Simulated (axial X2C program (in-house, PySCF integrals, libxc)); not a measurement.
**Levels of BBr⁻ by electron attachment to BBr (EOM-EA-CCSD)**

Computed with an in-house all-electron X2C program for linear molecules (integrals from PySCF): two-component X2C with atomic mean-field Coulomb and Gaunt terms, Gaussian nuclei, basis Br dyall-acv3z, B dyall-av3z with contracted cores.

R = 2.063 Å (1.090 times 1.893 Å, the PBE0 minimum at charge 0 for the lowest determinant).

Levels of BBr⁻ obtained by attaching an electron to BBr:

```csv
Ω,binding energy (eV),above lowest (cm⁻¹),attached spinor,one-particle weight
1/2,0.202,0,"77% B pπ, 12% Br dπ",0.93
3/2,0.180,178,"76% B pπ, 12% Br dπ",0.93
1/2,-0.739,7586,"69% B pσ, 15% B sσ, 11% Br pσ",0.99
1/2,-0.872,8662,"77% B sσ, 18% B pσ",0.99
3/2,-0.951,9299,95% B pπ,0.99
1/2,-0.953,9312,95% B pπ,0.99
1/2,-2.069,18317,"60% Br pσ, 16% B pσ, 13% Br dσ",0.98
```

Q: Take the first Ω = 1/2 and Ω = 3/2 rows of π character: how far apart are they, and which lies lower?

A: E(3/2) − E(1/2) = 178 − 0 = 178 cm⁻¹ at EOM-EA-CCSD: regular, Ω = 1/2 lower. Splittings at this level can be off by ten to twenty per cent.

Negative binding energies belong to unbound states, resonances or levels that the basis set holds; within some tenths of an eV of zero the sign is not settled.

This point took 17 s on 1 thread of Arm Neoverse N1 (shared host).

Reference electrons by ω block (each with its −ω partner): 1/2: 14, 3/2: 5, 5/2: 1. 10 electrons of BBr correlated (inner shells frozen), 92 natural virtual spinors (a truncated set); levels can be off by some tenths of an eV. Roots sought by Ω: (1/2: 5, 3/2: 4, 5/2: 2, 7/2: 1); the list ends where they run out and leaves out roots under 60 % one-particle weight. The solver can skip a root, and states that need a further excitation, which the method places far too high, are missing though they may lie low or lowest. T1 of the reference 0.020 (Lee–Taylor). Number of frozen shells: Br 3 s, 2 p, 1 d; B 1 s.
